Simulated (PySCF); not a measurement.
An element was calculated at PBE0 (PySCF 2.14, spin-free X2C, a triple-zeta basis, no spin-orbit coupling), in the ground configurations that NIST lists.

```
first ionisation energy  : 5.421 eV
second ionisation energy : 10.981 eV
third ionisation energy  : 23.221 eV
```

**Question.** Which element is it?

**Answer.** Promethium (Pm, Z = 61), in ANO-RCC-VTZP. NIST lists 5.582, 10.938 ± 0.02, 22.44 ± 0.08 eV for these ionisation energies.
